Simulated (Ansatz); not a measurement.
Consider the redistribution: `BC=O` + `[AlH2][CH]([AlH2])[GeH3]` → `O=C[BH][GeH3]` + `[AlH2][CH2][AlH2]`.

Computed with Ansatz on PBE0-D4/def2-TZVP structures; ΔE is electronic, products minus reactants. CCSD(T)/CBS adds triple-zeta CCSD(T) − MP2 to the extrapolated MP2 energy (def2 sets, frozen cores). Functionals use def2-TZVPP. HSE06 is defined as in plane-wave codes. For Ge outer-core shells are correlated without core-valence functions, which leaves a few kJ/mol of doubt a bond. Scalar relativity is left out up to krypton. Each species was taken in one conformer, which may not be the lowest.

`BC=O`:

```xyz
6

B    -0.200   -0.429   -0.589
C     0.409    0.470    0.500
O    -0.560    0.473    1.244
H    -0.865    0.078   -1.439
H    -0.119   -1.611   -0.461
H     1.334    1.019    0.744
```

`[AlH2][CH]([AlH2])[GeH3]`:

Cartesian coordinates in Å:
```
Al 1.509 1.100 0.576
C -0.145 0.496 -0.225
Al 0.008 -0.461 -1.900
Ge -1.090 -0.644 1.067
H 2.440 0.060 1.331
H 1.924 2.629 0.468
H -0.739 1.395 -0.432
H 0.479 -1.977 -1.896
H -0.335 0.277 -3.262
H -1.330 0.103 2.397
H -0.254 -1.901 1.353
H -2.468 -1.078 0.523
```

`O=C[BH][GeH3]`:

Cartesian coordinates in Å:
```
O 1.881 -1.155 0.129
C 0.773 -1.555 -0.197
B 0.187 -0.254 -0.764
Ge -0.724 1.121 0.468
H 0.463 -2.604 -0.043
H 0.408 -0.010 -1.912
H -0.124 2.526 0.296
H -2.212 1.200 0.069
H -0.652 0.730 1.954
```

`[AlH2][CH2][AlH2]`:

Cartesian coordinates in Å:
```
Al 0.314 -1.556 0.573
C -0.341 -0.161 -0.600
Al -0.042 1.684 -0.094
H 1.786 -2.124 0.389
H -0.609 -2.113 1.739
H 0.141 -0.308 -1.575
H -1.426 -0.298 -0.689
H 1.284 2.430 -0.551
H -1.107 2.446 0.806
```

| level | ΔE (kJ/mol) | difference from CCSD(T)/CBS |
| --- | --- | --- |
| r2SCANh-D4 | -1.3 | -8.5 |
| HSE06-D4 | -1.6 | -8.8 |
| CAM-B3LYP-D4 | -0.6 | -7.8 |
| B2PLYP | 0.5 | -6.7 |
| PBE-QIDH | 5.6 | -1.6 |
| PBE0 | -5.2 | -12.4 |
| r2SCANh | -2.4 | -9.6 |
| HSE06 | -5.1 | -12.3 |
| HF/def2-TZVPP | 5.4 | -1.8 |
| SCS-MP2/def2-TZVPP | 13.4 | 6.2 |
| CCSD(T)/CBS | 7.2 | 0 |

Largest T1 diagnostic among the species: 0.021, so the coupled-cluster value is less sure than usual.

Leaving LDA and LC-ωPBE aside and taking each functional with its dispersion term where it has one, the values, not all of them listed here, spread over 13.1 kJ/mol, from PBE-D4 to BHLYP-D4. The D4 term adds +6.6 kJ/mol with B3LYP and +3.6 kJ/mol with PBE0; it sums over pairs of atoms, weighted by their polarisabilities, and B3LYP, whose exchange is more repulsive, gets the larger term. From PBE to PBE0 (25 % exact exchange), in def2-TZVPP and without D4, ΔE moves by +6.0 kJ/mol.

B3LYP here is the variant with VWN-RPA as its local correlation; programs differ in this.
